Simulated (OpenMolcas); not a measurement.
# Multiconfigurational calculation on Ru II

Input:

```
&GATEWAY
Coord
1

Ru 0.0 0.0 0.0
Basis=ANO-R3
Group=XYZ
NoMove
AngMom=0.0 0.0 0.0
AMFI
&SEWARD
* reference wave functions (RASSCF and RASSI steps not shown): 7 electrons in 6 orbitals (4d 5s)
>>> COPY JOB001 $Project.JobIph
&CASPT2
Multistate=5 1 2 3 4 5
Frozen=8 6
IPEA=0.3
Shift=0.15
MaxIter=60
WThr=0.0 0.3 0.05
PrWF=0.5
NoMix
>>> COPY JOB002 $Project.JobIph
&CASPT2
Multistate=33 1 2 3 4 5 6 7 8 9 10 11 12 13 14 15 16 17 18 19 20 21 22
23 24 25 26 27 28 29 30 31 32 33
Frozen=8 6
IPEA=0.3
Shift=0.15
MaxIter=60
WThr=0.0 0.3 0.05
PrWF=0.5
NoMix
>>> COPY JOB003 $Project.JobIph
&CASPT2
Multistate=17 1 2 3 4 5 6 7 8 9 10 11 12 13 14 15 16 17
Frozen=8 6
IPEA=0.3
Shift=0.15
MaxIter=60
WThr=0.0 0.3 0.05
PrWF=0.5
NoMix
```

Launched by
```bash
OMP_NUM_THREADS=1 MOLCAS_MEM=2252 MOLCAS_PROJECT=a pymolcas a.inp > a.log  # once for each step of the input, in one work folder
```

Output, cut to the results:

```
--- CASPT2 ---
Orbital specifications:
      -----------------------

      Symmetry species                           1   2
                                                ag  au
      Frozen orbitals                            8   6
      Inactive orbitals                          1   3
      Active orbitals                            6   0
      Secondary orbitals                        36  41
      Deleted orbitals                           0   0
      Number of basis functions                 51  50
Type of calculation                        MS-CASPT2
      Fock operator                              state-specific
      IPEA shift                                 0.30
      Real shift                                 0.15
      Imaginary shift                            0.00
      The input orbitals will be transformed to quasi-canonical
Reference energy:       -4527.7869030150
      E2 (Non-variational):      -0.5027469891
      Shift correction:          -0.0132739119
      E2 (Variational):          -0.5160209010
      Total energy:           -4528.3029239160
      Residual norm:              0.0000002394
      Reference weight:           0.91870
      Contributions to the CASPT2 correlation energy
      Active & Virtual Only:         -0.1450161617
      One Inactive Excited:          -0.2364759537
      Two Inactive Excited:          -0.1212548737
Reference energy:       -4527.7869030150
      E2 (Non-variational):      -0.5027355092
      Shift correction:          -0.0132719725
      E2 (Variational):          -0.5160074816
      Total energy:           -4528.3029104966
      Residual norm:              0.0000002384
      Reference weight:           0.91871
      Contributions to the CASPT2 correlation energy
      Active & Virtual Only:         -0.1450049903
      One Inactive Excited:          -0.2364757867
      Two Inactive Excited:          -0.1212547322
::    CASPT2 Root  1     Total energy:  -4528.30292392
::    CASPT2 Root  2     Total energy:  -4528.30291050
::    CASPT2 Root  3     Total energy:  -4528.30292051
::    CASPT2 Root  4     Total energy:  -4528.30291723
::    CASPT2 Root  5     Total energy:  -4528.30292227
::    MS-CASPT2 Root  1     Total energy:  -4528.30292960
::    MS-CASPT2 Root  2     Total energy:  -4528.30292534
::    MS-CASPT2 Root  3     Total energy:  -4528.30292065
::    MS-CASPT2 Root  4     Total energy:  -4528.30291418
::    MS-CASPT2 Root  5     Total energy:  -4528.30290466
--- CASPT2 ---
Orbital specifications:
      -----------------------

      Symmetry species                           1   2
                                                ag  au
      Frozen orbitals                            8   6
      Inactive orbitals                          1   3
      Active orbitals                            6   0
      Secondary orbitals                        36  41
      Deleted orbitals                           0   0
      Number of basis functions                 51  50
Type of calculation                        MS-CASPT2
      Fock operator                              state-specific
      IPEA shift                                 0.30
      Real shift                                 0.15
      Imaginary shift                            0.00
      The input orbitals will be transformed to quasi-canonical
Reference energy:       -4527.7558993244
      E2 (Non-variational):      -0.5637285527
      Shift correction:          -0.0176643856
      E2 (Variational):          -0.5813929382
      Total energy:           -4528.3372922626
      Residual norm:              0.0000003071
      Reference weight:           0.89464
      Contributions to the CASPT2 correlation energy
      Active & Virtual Only:         -0.2058290330
      One Inactive Excited:          -0.2460902369
      Two Inactive Excited:          -0.1118092827
Reference energy:       -4527.7558993244
      E2 (Non-variational):      -0.5618374379
      Shift correction:          -0.0173455757
      E2 (Variational):          -0.5791830136
      Total energy:           -4528.3350823380
      Residual norm:              0.0000002287
      Reference weight:           0.89635
      Contributions to the CASPT2 correlation energy
      Active & Virtual Only:         -0.2041653602
      One Inactive Excited:          -0.2460407129
      Two Inactive Excited:          -0.1116313648
::    CASPT2 Root  1     Total energy:  -4528.33729226
::    CASPT2 Root  2     Total energy:  -4528.33508234
::    CASPT2 Root  3     Total energy:  -4528.33710814
::    CASPT2 Root  4     Total energy:  -4528.33741409
::    CASPT2 Root  5     Total energy:  -4528.33648548
::    CASPT2 Root  6     Total energy:  -4528.33548525
::    CASPT2 Root  7     Total energy:  -4528.33507052
::    CASPT2 Root  8     Total energy:  -4528.25820125
::    CASPT2 Root  9     Total energy:  -4528.25800620
::    CASPT2 Root 10     Total energy:  -4528.25820748
::    CASPT2 Root 11     Total energy:  -4528.25798526
::    CASPT2 Root 12     Total energy:  -4528.25808937
::    CASPT2 Root 13     Total energy:  -4528.29120575
::    CASPT2 Root 14     Total energy:  -4528.29120506
::    CASPT2 Root 15     Total energy:  -4528.29120536
::    CASPT2 Root 16     Total energy:  -4528.22488096
::    CASPT2 Root 17     Total energy:  -4528.22495264
::    CASPT2 Root 18     Total energy:  -4528.22498703
::    CASPT2 Root 19     Total energy:  -4528.22502306
::    CASPT2 Root 20     Total energy:  -4528.22501401
::    CASPT2 Root 21     Total energy:  -4528.22499319
::    CASPT2 Root 22     Total energy:  -4528.22494420
::    CASPT2 Root 23     Total energy:  -4528.22499650
::    CASPT2 Root 24     Total energy:  -4528.22489962
::    CASPT2 Root 25     Total energy:  -4528.22512981
::    CASPT2 Root 26     Total energy:  -4528.22489844
::    CASPT2 Root 27     Total energy:  -4528.21779145
::    CASPT2 Root 28     Total energy:  -4528.21780919
::    CASPT2 Root 29     Total energy:  -4528.21758908
...
```

Levels above the lowest, from the spin-orbit matrix with the single-state CASPT2 energies, averaged by term, on its diagonal:

```csv
Configuration,Term,J,E (cm-1),Measured (cm-1),Term weight %,Second
4d7,4F,9/2,0.0,0.0,98,
4d7,4F,7/2,1656,1523,99,
4d7,4F,5/2,2740,2494,99,
4d7,4F,3/2,3390,3104,97,2 2D
4d6 5s,6D,9/2,7820,9151,99,
4d6 5s,6D,7/2,8850,10150,99,
4d6 5s,6D,5/2,9270,10852,80,20 4d7 4P
4d6 5s,6D,3/2,9600,11304,76,21 4d7 4P
4d6 5s,6D,1/2,9930,11604,84,16 4d7 4P
4d7,4P,5/2,11030,8257,79,20 4d6 5s 6D
4d7,2G,9/2,11640,,98,
4d7,4P,3/2,11850,,53,22 4d6 5s 6D
4d7,2G,7/2,12730,,99,
4d7,4P,1/2,13320,9374,76,16 4d6 5s 6D
4d7,2P,3/2,14380,,38,36 2D
4d7,2D,5/2,15580,,97,
4d7,2P,1/2,16720,,83,9 4d6 5s 4D
4d6 5s,4D,7/2,17910,19379,99,
4d7,2D,3/2,18060,,58,34 2P
```

Against the 11 measured excited levels shown (NIST Handbook of Basic Atomic Spectroscopic Data) the mean absolute deviation is 1500 cm-1; the largest miss in energy is 4d7 4P 1/2: computed 13320, measured 9374 cm-1 (+42.1 %). Levels of one J stand in another order than measured, so their pairing by name is doubtful.

CASPT2 does not keep the components of a term degenerate, so their means are used; among the terms shown or strongly mixed into the levels shown the widest spread is 510 cm-1 (4d7 4F). Some high roots are left out of the spin-orbit mixing, which shifts the levels that they would mix with. Some levels mix across a computed gap that differs much from the measured one, so their mixing is not that of the real levels. Terms from blocks run as CI alone lack orbitals of their own. Configurations are named by rounded mean occupations; where the s occupation lies near a half they are strongly mixed, a name can repeat and a true partner stay unpaired. A single d shell beside an s shell can misplace configurations of different d count against each other. Some terms miss by over 15 % even with CASPT2, which points to a basis or an active space too small for the shells correlated. Computed and measured levels are paired by configuration, term and J; levels that our copy of the source lacks, or whose pairing is in doubt (as where it misses far off the trend of its configuration), stay unpaired and out of the deviations. Only configurations of the active space appear. The first state left out of the spin-orbit step lies near 24000 cm-1 above the lowest spin-free state of the reference (among the parities and spins computed), and the list stops at four fifths of that energy or lower.

The CASPT2 steps took 51 s on 1 thread of Intel(R) Xeon(R) 6975P-C (Granite Rapids) (shared host); the integral step is not counted.

The term weight is that of the spin-free term in the level, not the purity of its configuration.
